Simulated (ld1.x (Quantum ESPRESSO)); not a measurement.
## silicon (Si): ultrasoft pseudisation with BLYP, scalar-relativistic reference atom.

ld1.x (Quantum ESPRESSO) 7.5 was run on this input:

```
&input
   title='Si', zed=14., rel=1, dft='BLYP', iswitch=3,
   config='[Ne] 3s2 3p1',
   nld=2, rlderiv=2.15, eminld=-3.0, emaxld=5.0, deld=0.02
 /
 &inputp
   pseudotype=3, tm=.true., lloc=-1, rcloc=1.85,
   nlcc=.true., rcore=1.15,
   which_augfun='PSQ', rmatch_augfun=1.25,
   file_pseudopw='Si.UPF', file_wfcaegen='ae.wfc', file_wfcncgen='nc.wfc', file_beta='beta', file_chi='chi', file_wfcusgen='us.wfc'
 /
4
3S  1  0   2.00   0.00  1.35  1.85  0.0
3S  1  0   0.00  -0.35  1.35  1.85  0.0
3P  2  1   1.00   0.00  1.55  1.95  0.0
3P  2  1   0.00   1.45  1.55  1.95  0.0
 &test
   configts(1)='3s2 3p1'
 /
```

Command:

```bash
ld1.x < Si.in > Si.out
```

The program printed (shortened: banner, matrices, multipoles, cross overlaps and the repeated all-electron block are left out):

```
Program LD1 v.7.5
     --------------------------- All-electron run ----------------------------

     Si
     scalar relativistic calculation

     atomic number is 14.00
     dft =BLYP   lsd =0 sic =0 latt =0  beta=0.20 tr2=1.0E-14
     Exchange-correlation= BLYP
                           (   1   3   1   3   0   0   0)
     mesh =1141 r(mesh) = 100.57892 a.u. xmin = -7.00 dx = 0.01250
     1 Ry =  13.60569312 eV, c = 137.03599908

     n l     nl                  e(Ry)          e(Ha)          e(eV)
     1 0     1S 1( 2.00)      -132.0690       -66.0345     -1796.8905
     2 0     2S 1( 2.00)       -10.9363        -5.4681      -148.7957
     2 1     2P 1( 6.00)        -7.7229        -3.8614      -105.0748
     3 0     3S 1( 2.00)        -1.3896        -0.6948       -18.9070
     3 1     3P 1( 1.00)        -0.8465        -0.4233       -11.5173

     final scf error:  5.3E-15 reached in  28 iterations

     Etot =    -579.442707 Ry,    -289.721353 Ha,   -7883.719654 eV

     Ekin =     580.942645 Ry,     290.471322 Ha,    7904.127348 eV
     Encl =   -1374.444984 Ry,    -687.222492 Ha,  -18700.276665 eV
     Eh   =     255.238906 Ry,     127.619453 Ha,    3472.702221 eV
     Exc  =     -41.179273 Ry,     -20.589637 Ha,    -560.272558 eV

     normalization and overlap integrals

     s(1S/1S) =  1.000000  <r> =   0.1113  <r2> =    0.0167  r(max) =   0.0723
     s(2S/2S) =  1.000000  <r> =   0.5684  <r2> =    0.3863  r(max) =   0.4543
     s(2P/2P) =  1.000000  <r> =   0.5374  <r2> =    0.3648  r(max) =   0.3861
     s(3S/3S) =  1.000000  <r> =   2.0517  <r2> =    4.8673  r(max) =   1.7306
     s(3P/3P) =  1.000000  <r> =   2.4673  <r2> =    7.1571  r(max) =   2.0106

     ------------------------ End of All-electron run ------------------------

     --------------------- Generating US pseudopotential ---------------------

      Generating local potential from pseudized AE potential:
      Matching radius rcloc =   1.8500

      Local pseudo, rcloc= 1.842 Estimated cut-off energy=     6.87 Ry

      Computing core charge for nlcc:

       r > 1.16 : true rho core
       r < 1.16 : rho core = a sin(br)/r    a=   2.44  b=   2.35

      Integrated core pseudo-charge :   1.52
      Wfc-us  3S rcutus= 1.842  Estimated cut-off energy=    13.36 Ry
      Wfc-us  3S rcutus= 1.842  Estimated cut-off energy=    15.35 Ry
      Wfc-us  3P rcutus= 1.937  Estimated cut-off energy=    19.82 Ry
      Wfc-us  3P rcutus= 1.937  Estimated cut-off energy=    25.97 Ry

     Q pseudized with Bessel functions
     Expected ecutrho=     162.6842 due to l1=  1   l2=  1

     ------------------- End of pseudopotential generation -------------------

     Computing logarithmic derivative in   2.15375
     Computing logarithmic derivative in   2.15375
     Computing the partial wave expansion
     R is outside the sphere for l=    0 j= 0.00
     R is outside the sphere for l=    0 j= 0.00
     R is outside the sphere for l=    1 j= 0.00
     R is outside the sphere for l=    1 j= 0.00

     ---------------------- Testing the pseudopotential ----------------------

     Si
     scalar relativistic calculation

     atomic number is 14.00   valence charge is  4.00
     dft =BLYP   lsd =0 sic =0 latt =0  beta=0.20 tr2=1.0E-14
     mesh =1141 r(mesh) = 100.57892 xmin = -7.00 dx = 0.01250

     n l     nl             e AE (Ry)        e PS (Ry)    De AE-PS (Ry)
     1 0     3S   1( 2.00)       -1.38964       -1.38964        0.00000
     2 1     3P   1( 1.00)       -0.84651       -0.84651        0.00000

     eps = 9.1E-15  iter =  5

     Etot =    -579.442707 Ry,    -289.721353 Ha,   -7883.719654 eV
     Etotps =    -8.498982 Ry,      -4.249491 Ha,    -115.634543 eV

     Ekin =       2.159135 Ry,       1.079568 Ha,      29.376531 eV
     Encl =     -12.456746 Ry,      -6.228373 Ha,    -169.482663 eV
     Ehrt =       3.712948 Ry,       1.856474 Ha,      50.517234 eV
     Ecxc =      -3.247269 Ry,      -1.623635 Ha,     -44.181352 eV
     (Ecc =      -1.492831 Ry,      -0.746416 Ha,     -20.311004 eV)
     Epseu=       1.332950 Ry,       0.666475 Ha,      18.135706 eV

     ---------------------- End of pseudopotential test ----------------------
```

Generation and configuration tests took about 0.83 s on one core of a shared server CPU.
